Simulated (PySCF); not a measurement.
Problem. Write Cartesian coordinates for `C=C[CH2][Al]([F])[Cl]` as optimised with PBE0-D3(BJ)/def2-SVP.

Solution. 
```xyz
11
C3H5AlClF angstrom
C     -1.8830   -0.0962   -0.4762
C     -0.7538   -0.6584   -0.0370
C      0.2673   -0.0002    0.8275
Al     1.8991    0.4749   -0.1204
F      3.2267    1.0039    0.7280
Cl     2.1064    0.3636   -2.1976
H     -2.5677   -0.6379   -1.1328
H     -2.1619    0.9255   -0.1969
H     -0.5296   -1.6851   -0.3547
H     -0.1247    0.9339    1.2694
H      0.5670   -0.6417    1.6757
```

Orientation and origin are arbitrary. Atoms count from 1 in this order. Al4 (aluminium bonded to C, Cl and F) is planar (angles 123.7°, 119.9° and 116.4°, sum 360.0°, 0.00 Å off the plane of its three neighbours). The C–C distances run from 1.336 Å (C1=C2, drawn double) to 1.491 Å (C2–C3, drawn single), a spread of 0.155 Å. Of the pairs four or more bonds apart, H8···H10 is among the closest relative to their van der Waals radii: 2.51 Å, 105 % of the sum of Bondi's values.

Bonds between heavy atoms (Å): C1=C2 1.336, C2–C3 1.491, C3–Al4 1.946, Al4–F5 1.662, Al4–Cl6 2.091.

Level of theory: PySCF 2.14.0, PBE0-D3(BJ)/def2-SVP geometry optimisation, gas phase.

Point group: C1 (no symmetry element, even within 0.4 Å). No PBE0-D3(BJ)/def2-SVP frequencies stand behind this structure, so it isn't proved a minimum. One conformer, not necessarily the lowest (C1–C2–C3–Al4 -107°, C2–C3–Al4–F5 -171°).
